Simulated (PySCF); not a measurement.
## Worked example: chemical shift, span and skew from a shielding tensor

CH2O, SMILES [H]/[O+]=[C-]/[H]. Atoms are numbered in the order given.

```xyz
4

C      0.2257     0.7051     0.0000
O     -0.1553    -0.5468     0.0000
H      0.6325    -1.1094     0.0000
H     -0.7443     1.2528     0.0000
```

The structure is a stationary point at ωB97X-D3(BJ)/def2-TZVPD.

GIAO shieldings from PySCF with B3LYP/pcSseg-2, non-relativistic, no solvent. The symmetric part of the tensor of C1 has the principal values -1120.7, -88.8, 75.8 ppm. The same nucleus in TMS has σ = 181.3 ppm at this level (PySCF, at its B3LYP-D3(BJ)/def2-TZVP geometry).

**Question.** Work out the isotropic shielding, the ¹³C shift against TMS, the span and the skew.

**Answer.** 
σ(iso) = (σ11 + σ22 + σ33)/3 = -377.9 ppm. δ = σ(ref) − σ(iso) = 181.3 − (-377.9) = 559.2 ppm.
Span Ω = σ33 − σ11 = 1196.5 ppm. Skew κ = 3(σ(iso) − σ22)/Ω = -0.72. Tumbling in solution averages the tensor to δ; in a static solid the shielding alone would spread this spin-1/2 line over Ω.
